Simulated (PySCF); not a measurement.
Species: C4H3F3O2Si.
Z-matrix (Å and degrees, GFN2-xTB geometry), rows numbered from 1:
```
O 
Si  1  1.6085
C   2  1.8856  1  105.16
F   3  1.3482  2  116.67  1  -159.70
C   3  1.3244  2  125.81  1    19.50
F   5  1.3257  3  126.15  2  -178.93
F   5  1.3214  3  123.93  2     1.27
C   2  1.8894  1  128.06  3  -144.26
C   8  1.3326  2   85.62  1  -111.71
O   9  1.3882  8  107.42  2     2.17
H   1  0.9556  2  122.46  3  -157.62
H   8  1.0693  2  144.29  1    73.18
H   9  1.0741  8  135.47  2  -178.46
```

Method used: TDDFT B3LYP/def2-SVPD, vertical, gas phase, core orbitals frozen in the response in PySCF.

Task: List the vertical singlet excitations with oscillator strengths and describe the spectrum.

Result: 

```csv
state,E (eV),E (hartree),f,"main configurations (H = HOMO, L = LUMO)"
S1,5.02,0.1846,0.014,H→L (92%)
S2,5.26,0.1931,0.038,H→L+1 (90%)
S3,5.85,0.2148,0.0032,"H-1→L+1 (51%), H-1→L (30%), H→L+2 (12%)"
S4,5.99,0.2202,0.015,"H→L+2 (81%), H-1→L (8%)"
S5,6.40,0.2352,0.153,"H-1→L (45%), H-1→L+1 (20%), H-1→L+2 (15%)"
S6,6.54,0.2402,0.024,"H→L+3 (61%), H-2→L (23%)"
S7,6.62,0.2432,0.010,"H-2→L (35%), H-2→L+1 (31%), H→L+3 (17%)"
S8,6.76,0.2484,0.155,"H-1→L+2 (38%), H-2→L+1 (17%), H-1→L+1 (11%)"
```

Triplets, Tamm–Dancoff:

```csv
state,E (eV),λ (nm),"main configurations (H = HOMO, L = LUMO)"
T1,3.77,328.5,"H→L+1 (42%), H→L (40%)"
T2,4.22,294.1,"H-1→L (45%), H-1→L+1 (32%)"
T3,4.98,249.0,"H→L (44%), H→L+1 (40%)"
```

The lowest singlet comes at 247 nm (485 kJ/mol) in the ultraviolet; it is weak; its leading configuration is HOMO→LUMO (92%). The largest oscillator strength of a single state is 0.155. Löwdin shares by element: HOMO carbon 54% or more, oxygen 32% or more; LUMO carbon 42% or more, silicon 16% (atoms not listed hold the other 42%). Orbital energies (eV): HOMO-3 -9.70, HOMO-2 -8.77, HOMO-1 -7.70, HOMO -6.91, LUMO -1.01, LUMO+1 -0.88, LUMO+2 -0.16. The listed states span 1.74 eV, and the widest gap between neighbours is 0.59 eV (S2 to S3). Of the 8 states listed, 7 reach f = 0.01 and none stays under 0.0005. Only the lowest 8 singlets were computed, as vertical energies without vibronic structure.

Hardware: one thread, Arm Neoverse N1 (aarch64), shared host with 64 logical CPUs at a one-minute load of 61. Cost: 1.9 min of wall time, 0.96 GiB resident at most.

One conformer stands for the species.
